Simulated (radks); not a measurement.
The numbers below are computed, except where a source is named.
Task: These are the eigenvalues of the occupied orbitals of an atom or ion with whole-number occupations (eV). Level of theory: Dirac Kohn-Sham, relativistic LDA (MacDonald-Vosko exchange, VWN5 correlation), spin-unpolarised, spherical densities, finite nucleus; Fermi nuclear charge, rms radius of each element as measured or else 0.836 A^(1/3) + 0.57 fm (a radial shooting solver on a logarithmic mesh with Libxc functionals).

orbital  eigenvalue
1s1/2     -73991.88
2s1/2     -15213.92
2p1/2     -14714.48
2p3/2     -13282.02
3s1/2     -5501.747
3p1/2     -5290.108
3p3/2     -4950.549
3d3/2     -4614.158
3d5/2     -4537.501

Which element is it, and in what charge state? The configuration may be excited. Open shells, if any, fill j = l - 1/2 first.

Result: Z = 75, rhenium, charge +50: Re50+ in [Ar] 3d7. The list shows which subshells hold electrons but not how many an open one holds; the 1s level, -2719.2 hartree, gives Z - s = 73.7 by -(Z - s)^2/2, which with screening and relativity narrows Z to a few neighbours, and the depths of the outer levels then fix element, charge and occupations together.
